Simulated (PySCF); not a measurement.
**Two-component Hartree-Fock for Br²⁺ (bromine, charge +2)**

Start: [Ar] 3d10 4s2 4p3; 4p3/2 filled at m_j = -1/2, +1/2, +3/2. Calculated with PySCF 2.14 in x2c-TZVPall-2c with one added diffuse shell each of s, p, d type (7s8p5d1f, 63 functions): generalised Hartree-Fock with the X2C-1e Hamiltonian and a Gaussian nucleus; one run each with spin-orbit coupling (SO) switched off, then screened by Boettger's factors. This is a chosen level, not necessarily the ground level.

| spinor shell | electrons | ε, spin-free (eV) | ε, screened SO (eV) | weight of nominal j (screened SO) | rms radius, screened SO (bohr) |
| --- | --- | --- | --- | --- | --- |
| 1s1/2 | 2 | -13581.8 | -13581.4 | 1.000 | 0.0492 |
| 2s1/2 | 2 | -1849.9 | -1849.8 | 1.000 | 0.205 |
| 2p1/2 | 2 | -1629.2 | -1661.7 | 1.000 | 0.180 |
| 2p3/2 | 4 | -1629.2 | -1613.5 | 1.000 | 0.184 |
| 3s1/2 | 2 | -301.31 | -301.27 | 1.000 | 0.587 |
| 3p1/2 | 2 | -229.13 | -234.13 | 0.995 | 0.600 |
| 3p3/2 | 4 | -229.13 | -226.71 | 0.997 | 0.611 |
| 3d3/2 | 4 | -109.64 | -110.35 | 0.954 | 0.648 |
| 3d5/2 | 6 | -109.64 | -109.12 | 0.970 | 0.649 |
| 4s1/2 | 2 | -48.172 | -48.162 | 1.000 | 1.72 |
| 4p3/2 | 3 | -35.210 | -35.210 | 0.623 | 1.97 |

```json
{"quantity": "E (hartree)", "spin-free": "-2603.20570", "screened SO": "-2603.34608"}
{"quantity": "M_J", "spin-free": "3/2", "screened SO": "3/2"}
{"quantity": "⟨J²⟩", "spin-free": "3.751", "screened SO": "3.751"}
{"quantity": "⟨L²⟩", "spin-free": "0.000", "screened SO": "0.023"}
{"quantity": "⟨S²⟩", "spin-free": "3.751", "screened SO": "3.724"}
```

Each row is a mean over spinors that exchange with the open shell spreads, by up to 9.547 eV (4s1/2).

Rows whose weight is well below 1 are mixtures of j = l ± 1/2: exchange outweighs spin-orbit coupling there, and the label is only the starting occupation.

Without spin-orbit coupling the j labels of p, d and f shells carry no meaning; the spin-free column gives the mean over the occupied spinors of each nl shell.
